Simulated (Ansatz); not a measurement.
Geometry optimisation, DFT PBE-D3(BJ), scalar-relativistic, plane waves, PAW in Ansatz 0.2.0.

The input (input.yaml):

```yaml
crystal:
  lattice:
    - [7.741753, 0.0, 0.0]
    - [0.0, 7.741753, 0.0]
    - [0.0, 0.0, 7.741753]
  atoms:
    - { symbol: O, position: [0.0240053, 0.0344437, 0.8510095] }
    - { symbol: C, position: [0.1388292, -0.0127798, 0.7693755] }
    - { symbol: O, position: [0.5274105, 0.4631452, 0.7602834] }
    - { symbol: C, position: [0.4684853, 0.3743888, 0.8638634] }
    - { symbol: O, position: [0.3266524, 0.1093896, 0.4535148] }
    - { symbol: C, position: [0.2103226, 0.1092272, 0.3610699] }
    - { symbol: O, position: [0.5902177, 0.7424187, 0.0771469] }
    - { symbol: C, position: [0.5441504, 0.7778972, 0.2138868] }
    - { symbol: O, position: [0.2516727, 0.6775597, 0.689025] }
    - { symbol: C, position: [0.2402007, 0.6153433, 0.5545771] }
    - { symbol: O, position: [0.8298453, 0.5714355, 0.8454935] }
    - { symbol: C, position: [0.8340352, 0.4237276, 0.8298874] }
    - { symbol: O, position: [0.6389163, 0.3370387, 0.1552192] }
    - { symbol: C, position: [0.6108588, 0.4365466, 0.2619416] }
    - { symbol: O, position: [0.8615186, 0.8260798, 0.4946126] }
    - { symbol: C, position: [0.7679787, 0.9172496, 0.4237813] }
basis:
  ecutwfc: 420.0
kpoints:
  mp_grid: { grid: [1, 1, 1] }
hamiltonian:
  xc: pbe
  dispersion: d3bj
scf:
  occupations: { method: fermi_dirac, width: 0.05 }
  lower_state_search: "off"
relax:
  f_tol: 0.3
  max_steps: 15
  adjacent_minimum: "off"
```

Command:

```bash
$ ansatz run input.yaml --threads 1 --pin off --max-ram 3072MiB --backend cpu --events-out ev --progress --plain --runs-dir out
```

**Question.** Where does it end, and by what steps?

**Answer.** The forces met the threshold. The threshold is loose, so the end isn't yet a minimum. The force dipped under the threshold on the way, but the program's further checks kept it going. Limits of this set-up: coarse k mesh. After 12 steps the energy has fallen by 1.140 eV; O3 moved furthest, 1.16 Å.

```json
{"step": "0", "energy less start (eV)": "0.0000", "largest force component (eV/Å)": "1.653", "accepted": "yes"}
{"step": "1", "energy less start (eV)": "-0.5925", "largest force component (eV/Å)": "1.152", "accepted": "yes"}
{"step": "2", "energy less start (eV)": "-0.7775", "largest force component (eV/Å)": "1.034", "accepted": "yes"}
{"step": "3", "energy less start (eV)": "-0.9223", "largest force component (eV/Å)": "0.810", "accepted": "yes"}
{"step": "4", "energy less start (eV)": "-1.0189", "largest force component (eV/Å)": "0.591", "accepted": "yes"}
{"step": "5", "energy less start (eV)": "-1.0700", "largest force component (eV/Å)": "0.895", "accepted": "yes"}
{"step": "6", "energy less start (eV)": "-1.0840", "largest force component (eV/Å)": "0.980", "accepted": "yes"}
{"step": "7", "energy less start (eV)": "-1.1266", "largest force component (eV/Å)": "0.033", "accepted": "yes"}
{"step": "8", "energy less start (eV)": "-1.1266", "largest force component (eV/Å)": "0.032", "accepted": "yes"}
{"step": "9", "energy less start (eV)": "-0.8855", "largest force component (eV/Å)": "4.260", "accepted": "no"}
{"step": "10", "energy less start (eV)": "-1.1295", "largest force component (eV/Å)": "0.434", "accepted": "yes"}
{"step": "11", "energy less start (eV)": "-1.1402", "largest force component (eV/Å)": "0.069", "accepted": "yes"}
{"step": "12", "energy less start (eV)": "-1.1402", "largest force component (eV/Å)": "0.069", "accepted": "yes"}
```

```xyz
16
Lattice="7.7418 0.0000 0.0000 0.0000 7.7418 0.0000 0.0000 0.0000 7.7418" Properties=species:S:1:pos:R:3
O -0.352 0.079 7.328
C 0.601 -0.009 6.717
O 3.883 2.475 6.169
C 3.127 2.329 7.003
O 2.370 1.413 3.338
C 1.562 0.849 2.774
O 4.033 5.923 -0.034
C 3.693 6.498 0.885
O 2.424 5.302 4.634
C 2.155 4.894 3.609
O 6.866 4.339 6.593
C 7.244 3.482 5.952
O 5.555 2.684 1.681
C 5.244 3.312 2.574
O 6.525 6.408 3.861
C 5.957 7.334 3.529
```

Time of the run: 30 s on 1 thread of Arm Neoverse V1 (shared host), peak memory 0.41 GiB.
